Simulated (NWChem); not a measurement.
Program: NWChem. System: H2OPb, charge 0, spin multiplicity 1, at a geometry optimised with PBE0/def2-SVP with def2 effective core potentials on Pb. The structure started from a generated list of species. Level: CCSD(T)/def2-TZVP with def2 effective core potentials on Pb, 5 core orbitals frozen.

Input file:

```
start mol
memory heap 100 mb stack 700 mb global 1900 mb
geometry units angstroms nocenter noautoz
  Pb     0.125448     0.169469     0.000000
  H      1.552323    -1.054641     0.000000
  O     -1.357897    -1.328427     0.000000
  H     -0.975915    -2.214391     0.000000
  symmetry group Cs
end
basis spherical
  * library def2-tzvp
end
ecp
  Pb library def2-ecp
end
scf
  rhf
  nopen 0
  maxiter 100
  thresh 1e-7
  semidirect memsize 60000000 filesize 0
end
tce
  freeze core 5
  ccsd(t)
  2eorb
  2emet 13
  thresh 1e-6
  maxiter 100
  tilesize 24
end
task tce energy
```

NWChem printed:

```
             Northwest Computational Chemistry Package (NWChem) 7.3.0
             --------------------------------------------------------

                                NWChem Input Module
                                -------------------

 Scaling coordinates for geometry "geometry" by  1.889725989
 (inverse scale =  0.529177249)

 Turning off AUTOSYM since
 SYMMETRY directive was detected!

                             Geometry "geometry" -> ""
                             -------------------------

 Output coordinates in angstroms (scale by  1.889725989 to convert to a.u.)

  No.       Tag          Charge          X              Y              Z
 ---- ---------------- ---------- -------------- -------------- --------------
    1 Pb                  82.0000     0.12544800     0.16946900     0.00000000
    2 H                    1.0000     1.55232300    -1.05464100     0.00000000
    3 O                    8.0000    -1.35789700    -1.32842700     0.00000000
    4 H                    1.0000    -0.97591500    -2.21439100     0.00000000

 Effective nuclear repulsion energy (a.u.)     210.3029983910

            Nuclear Dipole moment (a.u.)
            ----------------------------
        X                 Y               Z
 ---------------- ---------------- ----------------
    -0.0000604712     0.0000188973     0.0000000000

      Symmetry information
      --------------------

 Group name             Cs
 Group number              2
 Group order               2
 No. of unique centers     4

      Symmetry unique atoms

     1    2    3    4


 Summary of "ao basis" -> "" (spherical)
 ------------------------------------------------------------------------------
       Tag                 Description            Shells   Functions and Types
 ---------------- ------------------------------  ------  ---------------------
 *                         def2-tzvp                  on all atoms

 Summary of "ao basis" -> "ao basis" (spherical)
 ------------------------------------------------------------------------------
       Tag                 Description            Shells   Functions and Types
 ---------------- ------------------------------  ------  ---------------------
 Pb                        def2-tzvp                16       50   6s5p3d2f
 H                         def2-tzvp                 4        6   3s1p
 O                         def2-tzvp                11       31   5s3p2d1f

                                 NWChem SCF Module
                                 -----------------

  ao basis        = "ao basis"
  functions       =    93
  atoms           =     4
  closed shells   =    16
  open shells     =     0
  charge          =   0.00
  wavefunction    = RHF
  use symmetry    = T
  symmetry adapt  = T

 Summary of "ao basis" -> "ao basis" (spherical)
 ------------------------------------------------------------------------------
       Tag                 Description            Shells   Functions and Types
 ---------------- ------------------------------  ------  ---------------------
 Pb                        def2-tzvp                16       50   6s5p3d2f
 H                         def2-tzvp                 4        6   3s1p
 O                         def2-tzvp                11       31   5s3p2d1f

      Symmetry analysis of basis
      --------------------------

        a'         64
        a"         29

 Forming initial guess at       0.0s

      Superposition of Atomic Density Guess
      -------------------------------------
[...]
    1 Pb  22    21.29   0.06 -0.59  1.78  0.76  1.07  0.76 -0.62  6.56  0.47  0.73  0.15  9.11  0.89  0.11  0.04  0.00
    2 H    1     1.19   0.21  0.56  0.42  0.01
    3 O    8     8.85   0.79  1.18  0.57  0.95  0.36  1.82  2.04  1.12  0.00  0.02  0.00
    4 H    1     0.67   0.25  0.33  0.04  0.05

       Multipole analysis of the density wrt the origin
       ------------------------------------------------

     L   x y z        total         open         nuclear
     -   - - -        -----         ----         -------
     0   0 0 0     -0.000000      0.000000     32.000000

     1   1 0 0      0.739106      0.000000    -14.223801
     1   0 1 0      0.672454      0.000000    -19.214980
     1   0 0 1     -0.000000      0.000000      0.000000

     2   2 0 0    -31.355863      0.000000     65.919738
     2   1 1 0     -0.626748      0.000000     55.074955
     2   1 0 1     -0.000000      0.000000      0.000000
     2   0 2 0    -25.913039      0.000000     74.154493
     2   0 1 1      0.000000      0.000000      0.000000
     2   0 0 2    -23.054517      0.000000      0.000000

                   NWChem Extensible Many-Electron Theory Module
                   ---------------------------------------------


            General Information
            -------------------
      Number of processors :     1
         Wavefunction type : Restricted Hartree-Fock
          No. of electrons :    32
           Alpha electrons :    16
            Beta electrons :    16
           No. of orbitals :   186
            Alpha orbitals :    93
             Beta orbitals :    93
        Alpha frozen cores :     5
         Beta frozen cores :     5
     Alpha frozen virtuals :     0
      Beta frozen virtuals :     0
         Spin multiplicity : singlet
    Number of AO functions :    93
       Number of AO shells :    35
        Use of symmetry is : on
      Symmetry adaption is : on
         Schwarz screening : 0.10D-09

          Correlation Information
          -----------------------
          Calculation type : Coupled-cluster singles & doubles w/ perturbation
   Perturbative correction : (T)
            Max iterations :      100
        Residual threshold : 0.10D-05
     T(0) DIIS level shift : 0.00D+00
     L(0) DIIS level shift : 0.00D+00
     T(1) DIIS level shift : 0.00D+00
     L(1) DIIS level shift : 0.00D+00
     T(R) DIIS level shift : 0.00D+00
     T(I) DIIS level shift : 0.00D+00
   CC-T/L Amplitude update :  5-th order DIIS
                I/O scheme : Global Array Library
        L-threshold :  0.10D-05
        EOM-threshold :  0.10D-05
 no EOMCCSD initial starts read in
 TCE RESTART OPTIONS
 SLICE:      F
 D4D5:       F
 quantumc:   F
 qrotation:  F
 pwtce:      F
 qducc:      F
 nacto:                         0
 nrotv:                         0
 nrot:                          0

            Memory Information
            ------------------
          Available GA space size is     249028151 doubles
          Available MA space size is     104838148 doubles

 Maximum block size supplied by input
 Maximum block size        24 doubles

 tile_dim =     18

 -------------------------------------------------
   1    alpha     a'     8 doubles       0       1
   2    alpha     a"     3 doubles       8       2
   3    beta      a'     8 doubles      11       1
   4    beta      a"     3 doubles      19       2
   5    alpha     a'    17 doubles      22       5
   6    alpha     a'    17 doubles      39       6
   7    alpha     a'    18 doubles      56       7
   8    alpha     a"    12 doubles      74       8
   9    alpha     a"    13 doubles      86       9
  10    beta      a'    17 doubles      99       5
  11    beta      a'    17 doubles     116       6
  12    beta      a'    18 doubles     133       7
  13    beta      a"    12 doubles     151       8
  14    beta      a"    13 doubles     163       9

 Global array virtual files algorithm will be used

 Parallel file system coherency ......... OK

 4-electron integrals stored in orbital form

 v2    file size   =          5928757
 4-index algorithm nr.  13 is used
 imaxsize =       30
 imaxsize ichop =        0


CCSD iterations
 ---------------------------------------------------------
 Iter          Residuum       Correlation     Cpu    Wall
 ---------------------------------------------------------
    1   0.2065310109918  -0.6437120585480     0.3     0.3
    2   0.0464096321521  -0.6088848717866     0.3     0.3
    3   0.0148684012103  -0.6230801344192     0.3     0.3
    4   0.0086931105503  -0.6223928824822     0.3     0.3
    5   0.0035291823932  -0.6237103799286     0.3     0.3
    6   0.0019038020486  -0.6239372897459     0.3     0.3
    7   0.0016264707551  -0.6239119134787     0.3     0.3
    8   0.0006729308087  -0.6239583365314     0.3     0.3
    9   0.0007645149497  -0.6239495520708     0.3     0.3
   10   0.0003133354819  -0.6239853546334     0.3     0.3
   11   0.0000764780820  -0.6240112463213     0.3     0.3
   12   0.0000435612302  -0.6240033629451     0.3     0.3
   13   0.0000257421514  -0.6240041443901     0.3     0.3
   14   0.0000190552344  -0.6240030196548     0.3     0.3
   15   0.0000112358588  -0.6240032391450     0.3     0.3
   16   0.0000034811537  -0.6240028041534     0.3     0.3
   17   0.0000029422422  -0.6240028190082     0.3     0.3
   18   0.0000012439576  -0.6240029407843     0.3     0.3
   19   0.0000013535089  -0.6240029348869     0.3     0.3
   20   0.0000005735373  -0.6240029972988     0.3     0.3
 -----------------------------------------------------------------
 Iterations converged
 CCSD correlation energy / hartree =        -0.624002997298840
 CCSD total energy / hartree       =      -268.506313432303216

 Singles contributions

 Doubles contributions
 CCSD(T)
 Using plain CCSD(T) code
             total no. of tasks          295
 total no. of tasks / no. procs          295
                         wl_min        46656           6.0
                         wl_max      2985984          12.0
        thresh for no. of tasks          295

 CCSD[T]  correction energy / hartree =        -0.020368634921852
 CCSD[T] correlation energy / hartree =        -0.644371632220692
 CCSD[T] total energy / hartree       =      -268.526682067225067
 CCSD(T)  correction energy / hartree =        -0.018488129427148
 CCSD(T) correlation energy / hartree =        -0.642491126725988
 CCSD(T) total energy / hartree       =      -268.524801561730385

 Task  times  cpu:       27.3s     wall:       27.3s

 Total times  cpu:       27.3s     wall:       27.3s
```
